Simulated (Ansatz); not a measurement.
`[OH][GeH2][CH2][SiH3]`, relaxed with RKS PBE0-D4/def2-TZVP in Ansatz from a PBE-D4/def2-SVP geometry. The force threshold is 0.005 eV/Å; the program also tests the step.

The species carries charge 0 and has multiplicity 1.

Start:

```xyz
12

O    -1.341   -1.480    1.224
Ge   -0.750   -1.277   -0.469
C    -0.229    0.603   -0.777
Si    1.091    1.227    0.421
H    -0.643   -1.267    1.871
H    -1.978   -1.679   -1.322
H     0.466   -2.214   -0.746
H    -1.144    1.226   -0.686
H     0.137    0.698   -1.822
H     2.370    0.453    0.229
H     0.639    1.017    1.845
H     1.380    2.693    0.234
```

| step | energy (eV) | largest force (eV/Å) | largest move (Å) |
| --- | --- | --- | --- |
| 1 | -67598.5856 | 0.624 | 0.000 |
| 2 | -67598.6238 | 0.226 | 0.033 |
| 3 | -67598.6275 | 0.085 | 0.026 |
| 4 | -67598.6281 | 0.020 | 0.009 |
| 5 | -67598.6289 | 0.012 | 0.046 |
| 6 | -67598.6292 | 0.031 | 0.050 |
| 7 | -67598.6295 | 0.028 | 0.024 |
| 8 | -67598.6298 | 0.016 | 0.038 |
| 9 | -67598.6298 | 0.016 | 0.008 |
| 10 | -67598.6298 | 0.004 | 0.003 |

End:

```xyz
12

O    -1.430   -1.438    1.176
Ge   -0.730   -1.264   -0.456
C    -0.241    0.607   -0.747
Si    1.118    1.204    0.386
H    -0.804   -1.224    1.871
H    -1.857   -1.724   -1.390
H     0.515   -2.168   -0.590
H    -1.144    1.206   -0.600
H     0.070    0.729   -1.789
H     2.389    0.497    0.071
H     0.770    0.905    1.804
H     1.343    2.669    0.265
```

Hardware: 4 threads of an AMD EPYC 9R45 on a shared host. Wall time 14 s, peak host memory 0.6 GiB.
